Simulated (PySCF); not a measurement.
# Static response to an electric field

Species: C₃H₂F₆.
Geometry (PBE0-D3(BJ)/def2-SVP, Å), atoms numbered from 1 in this order:
```
atom  x, y, z in Å
F1    -2.3048    0.6622   -0.3648
C2    -1.2701   -0.2031   -0.2169
C3     0.0054    0.5846    0.0082
F4    -0.1115    1.3547    1.1035
F5     0.2504    1.3838   -1.0445
C6     1.2368   -0.3176    0.2039
F7     1.0567   -1.1064    1.2608
F8     2.3252    0.4053    0.3905
F9     1.4088   -1.0871   -0.8686
H10   -1.4426   -0.8584    0.6514
H11   -1.1543   -0.8178   -1.1236
```

Level: CAM-B3LYP/def2-SVPD (PySCF), static field, nuclei fixed, core orbitals frozen in the response. The polarisability tensor in these axes (au):

```
x   44.72 -0.45  0.60
y   -0.45 41.61 -0.06
z    0.60 -0.06 41.15
```

**Question.** What are the eigenvalues, a third of the trace, and Δα (Δα² = ½Σ(αi − αj)² over the three pairs)?

**Answer.** Principal values 41.05, 41.55 and 44.88 au; mean 42.49 au = 6.30 Å³ = 7.01 × 10⁻⁴⁰ C²·m²/J; Δα = 3.60 au (8 % of the mean).

**Question.** What is the dipole moment, and where does it point?

**Answer.** (-0.39, -2.01, -0.11) D, 2.05 D in size, pointing from the negative to the positive side. Measured along this direction, the outermost atoms are F4 and F5 at the negative end and H11 and H10 at the positive end.

**Question.** What depolarisation ratio follows for Rayleigh scattering of linearly polarised light, taking the static tensor?

**Answer.** ρ = 3Δα²/(45ᾱ² + 4Δα²) = 39.0/(81254 + 52.0) ≈ 0.000479.

**Question.** Traceless (Buckingham) quadrupole moment about the centre of nuclear charge: eigenvalues?

**Answer.** -6.26, 1.34, 4.91 D·Å. The values depend on the origin, since the dipole doesn't vanish. The electronic extent ⟨r²⟩ about the same centre is 1007 bohr², a root-mean-square distance of 1.95 Å for the 74 electrons.

**Question.** Find the Langevin capture rate constant for NH4+ (18.034 u) meeting this molecule (152.006 u), k = 2.342 × 10⁻⁹ cm³/s × √(α in Å³ / reduced mass in u).

**Answer.** The reduced mass is 16.12 u, so k = 1.46 × 10⁻⁹ cm³/s. The formula leaves out the permanent dipole, which adds to the capture rate.

**Question.** In a dilute gas of rigid molecules at 250 K, how does the orientational term μ²/3kT compare with the electronic polarisability?

**Answer.** In Gaussian units μ²/3kT = 40.50 Å³ against 6.30 Å³, a ratio of 6.43; the Debye molar polarisation (4π/3)N_A(α + μ²/3kT) is 118.1 cm³/mol, leaving out the vibrational part.

The structure is a single PBE0-D3(BJ)/def2-SVP conformer in the gas phase; no vibrational or solvent corrections.
